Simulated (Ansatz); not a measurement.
The first iterations of a band of FH5OSi2 (9 atoms, charge 0, multiplicity 1).

The calculation used Ansatz, RKS PBE/6-31G*.

| Quantity | Value |
| --- | --- |
| movable images | 7 |
| climbing image | yes |
| spring | 5.0 eV/Å² |
| optimiser | quadratic models (default) |
| start path | through a guess of the saddle point |
| force threshold | 0.03 eV/Å |
| iteration limit | 60 |
| end points | relaxed |

First end point:

```xyz
9
Properties=species:S:1:pos:R:3
Si 0.114 0.004 0.143
H 0.584 -0.136 1.556
F 1.414 0.303 -0.797
O -0.911 1.323 0.186
H -1.402 1.492 -0.641
Si -0.956 -1.910 -0.703
H -2.090 -2.297 0.203
H -1.531 -1.633 -2.065
H -0.015 -3.074 -0.816
```

Last end point:

```xyz
9
Properties=species:S:1:pos:R:3
Si -0.664 0.137 0.725
H 1.656 0.114 1.247
F 1.694 -0.173 0.333
O -1.009 1.397 -0.349
H -1.297 1.151 -1.251
Si -1.209 -1.802 -0.660
H -1.891 -2.906 0.104
H -2.113 -1.447 -1.820
H 0.038 -2.399 -1.262
```

| iteration | highest image above the first end (eV) | largest band force component (eV/Å) |
| --- | --- | --- |
| 1 | 4.350 | 5.346 |
| 2 | 3.705 | 3.417 |
| 3 | 3.543 | 2.284 |
| 4 | 3.467 | 1.346 |

Question: Does the band converge within its limit, and where does its top end?

Answer: It converged. It ended after 13 iterations with the highest image 3.376 eV above the first end. Neighbouring images differ by up to 1.6 eV, so the band resolves the path poorly. A vibrational analysis at the climbing image gives 2 clearly imaginary modes (822i, 75i cm⁻¹): a point of higher order, so a lower path passes nearby. The orbitals stay closed-shell, which can raise the energy where a bond breaks towards radicals; this wasn't checked here.

Time of the run: 3.1 min on 1 thread of Arm Neoverse V2 (shared host), peak memory 0.14 GiB.
